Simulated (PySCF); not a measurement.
C2H4ClNSi, SMILES Cl[SiH2]CC#N.

Coordinates come from a B3LYP-D3(BJ)/def2-SVP optimisation. This is a generated structure with no PubChem entry under its InChIKey; it may be hypothetical. The values are those of a single conformer.

Level of theory: TDDFT-B3LYP/def2-SVPD in PySCF.

Vertical excitations. Isolated molecule, no solvent.

```
state  energy (eV)  λ (nm)      f                                                                 main pairs
-----  -----------  ------  -----  -------------------------------------------------------------------------
S1            7.11     174  0.007                                                             HOMO→LUMO 90 %
S2            7.32     169  0.012                                                           HOMO−1→LUMO 94 %
S3            7.36     169  0.001                       HOMO→LUMO+3 43 %, HOMO→LUMO+2 15 %, HOMO→LUMO+1 13 %
S4            7.51     165  0.025                     HOMO→LUMO+1 52 %, HOMO→LUMO+2 17 %, HOMO−2→LUMO+3 11 %
S5            7.68     161  0.011  HOMO−2→LUMO+1 26 %, HOMO−2→LUMO+2 23 %, HOMO→LUMO+2 18 %, HOMO→LUMO+1 8 %
S6            7.76     160  0.029   HOMO→LUMO+3 27 %, HOMO−2→LUMO+2 16 %, HOMO→LUMO+1 14 %, HOMO→LUMO+2 14 %
S7            7.91     157  0.002                                                         HOMO−1→LUMO+1 72 %
S8            7.93     156  0.008                                                           HOMO−3→LUMO 77 %
S9            7.95     156  0.024                                                           HOMO−2→LUMO 75 %
S10           8.09     153  0.007                                                         HOMO−1→LUMO+2 80 %
T1            6.16     201      0  HOMO→LUMO+2 24 %, HOMO−2→LUMO+3 22 %, HOMO→LUMO+1 11 %, HOMO−3→LUMO+2 6 %
T2            6.66     186      0     HOMO→LUMO+3 32 %, HOMO−2→LUMO+2 16 %, HOMO−3→LUMO+3 9 %, HOMO→LUMO 7 %
T3            6.69     185      0                      HOMO−2→LUMO+3 42 %, HOMO→LUMO+2 17 %, HOMO→LUMO+1 7 %
T4            6.89     180      0                                           HOMO→LUMO 76 %, HOMO−3→LUMO 12 %
```
Triplets are in the Tamm–Dancoff approximation, which puts them higher than full response would, so one can lie above its singlet here.
